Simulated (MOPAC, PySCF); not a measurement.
HAlI₂S, SMILES `[SH][Al]([I])[I]` (H–S–Al–I torsion 180°), neutral singlet in the gas phase. 

Cartesian coordinates (Å):
SMILES: [SH][Al]([I])[I]
```xyz
5

S      1.6527    -0.6913     0.0452
Al    -0.4499    -0.1486    -0.0243
I     -2.1081    -1.9661    -0.1601
I     -1.1560     2.2167     0.0304
H      2.0613     0.5893     0.1088
```
Charge 0, multiplicity 1.

All levels are single points at this geometry (B3LYP-D3(BJ)/def2-TZVP); Pople sets use spherical d functions. Orbital energies aren't observables, and empty levels follow the basis.

PM7 in MOPAC gives HOMO (eV) = -9.64.

Estimate the HOMO (eV) from each of these levels: B3LYP-D3(BJ)/def2-TZVP in PySCF; PBE-D3(BJ)/def2-TZVP in PySCF; B3LYP/6-31G* (LANL2DZ on I) in PySCF; B3LYP/LANL2DZ in PySCF; M06-2X/6-31G* (LANL2DZ on I) in PySCF.


| level | HOMO (eV) |
|---|---|
| B3LYP-D3(BJ)/def2-TZVP in PySCF | -7.61 |
| PBE-D3(BJ)/def2-TZVP in PySCF | -6.75 |
| B3LYP/6-31G* (LANL2DZ on I) in PySCF | -7.71 |
| B3LYP/LANL2DZ in PySCF | -7.84 |
| M06-2X/6-31G* (LANL2DZ on I) in PySCF | -8.88 |
